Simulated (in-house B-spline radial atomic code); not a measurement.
Orbital energies and mean radii along the 25-electron series, configuration 1s2 2s2 2p6 3s2 3p6 3d3/2(4) 3d5/2(3). The effective charge is n√(-2ε), a non-relativistic measure. Computed with a radial B-spline atomic code at the basis-set limit: Dirac-Hartree-Fock, jj configuration that fills j = l - 1/2 first, finite nuclei.

| ion | Z | energy of 3p3/2 (Eh) | mean radius of 3p3/2 (bohr) | energy of 2s1/2 (Eh) | mean radius of 2s1/2 (bohr) | effective charge of 3p3/2 |
| --- | --- | --- | --- | --- | --- | --- |
| Gd39+ | 64 | -119.75 | 0.23538 | -379.32 | 0.092254 | 46.427 |
| Tb40+ | 65 | -125.09 | 0.2308 | -394.76 | 0.090479 | 47.452 |
| Dy41+ | 66 | ? | ? | ? | ? | ? |
| Ho42+ | 67 | -136.14 | 0.22213 | -426.74 | 0.087083 | 49.502 |
| Er43+ | 68 | -141.84 | 0.21803 | -443.31 | 0.085456 | 50.528 |
| Tm44+ | 69 | -147.65 | 0.21407 | -460.28 | 0.083875 | 51.554 |
| Yb45+ | 70 | ? | ? | ? | ? | ? |
| Lu46+ | 71 | -159.65 | 0.20654 | -495.4 | 0.080839 | 53.607 |
| Hf47+ | 72 | -165.83 | 0.20296 | -513.58 | 0.07938 | 54.635 |

(1) Fill in the row of Dy41+.

(2) Fill in the row of Yb45+.

(3) How does the screening of 3p3/2 change?

## Answers

(1) energy of 3p3/2 (Eh): -130.55; mean radius of 3p3/2 (bohr): 0.22639; energy of 2s1/2 (Eh): -410.56; mean radius of 2s1/2 (bohr): 0.088756; effective charge of 3p3/2: 48.477.

(2) energy of 3p3/2 (Eh): -153.59; mean radius of 3p3/2 (bohr): 0.21024; energy of 2s1/2 (Eh): -477.64; mean radius of 2s1/2 (bohr): 0.082336; effective charge of 3p3/2: 52.58.

(3) Z less the effective charge goes from 17.57 at Z = 64 to 17.37 at Z = 72.
